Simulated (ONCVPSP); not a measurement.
**Building the ONCV potential for titanium (Ti) (LDA (Perdew-Zunger), scalar-relativistic).**

- Element: Ti (Z = 22)
- Generator: ONCVPSP 4.0.1
- Type: optimised norm-conserving Vanderbilt (ONCV)
- Functional: LDA (Perdew-Zunger)
- Relativity: scalar-relativistic
- Frozen core: [Ne]
- Valence charge: 12
- Reference configuration: 3s2 3p6 3d2 (charge +2)
- Partial waves: 3s: rc 1.15 bohr, ncon 4, nbas 7, qcut 6.5 1/bohr, 2 projectors, debl 1.6 Ha; 3p: rc 1.05 bohr, ncon 3, nbas 6, qcut 7.2 1/bohr, 1 projector; 3d: rc 2.05 bohr, ncon 4, nbas 9, qcut 8.6 1/bohr, 3 projectors, debl 0.4 Ha
- Local potential: polynomial inside 0.80 bohr (lpopt 2, dvloc0 4 Ha)
- Core correction: none

In the s channel the program set the typed energies aside and used -2.876, 0.250 Ha. In the d channel the program set the typed energies aside and used -0.732, 0.250, 0.650 Ha.

All-electron outer shells of the reference configuration (LDA (Perdew-Zunger), scalar-relativistic, ld1.x):

| shell | level (eV) | outermost node (bohr) | outermost maximum (bohr) |
| --- | --- | --- | --- |
| 3s | -78.26 | 0.40 | 0.87 |
| 3p | -54.76 | 0.37 | 0.90 |
| 3d | -19.93 | – | 0.97 |

Results:

* Cutoffs needed: 75 Ha and 95 Ha (the cutoffs (Ha) at which the residual kinetic energy of the hardest occupied pseudo-wave falls to 1 and 0.1 mHa per electron)
* Ghost test: no bound ghost flagged; no localised positive-energy state flagged
* Largest excitation error: +124 meV (all-electron minus pseudo) for 3s2 3p6 3d1, out of 4 test configurations

Generation and tests took about 3.8 s on one core of a shared server CPU.
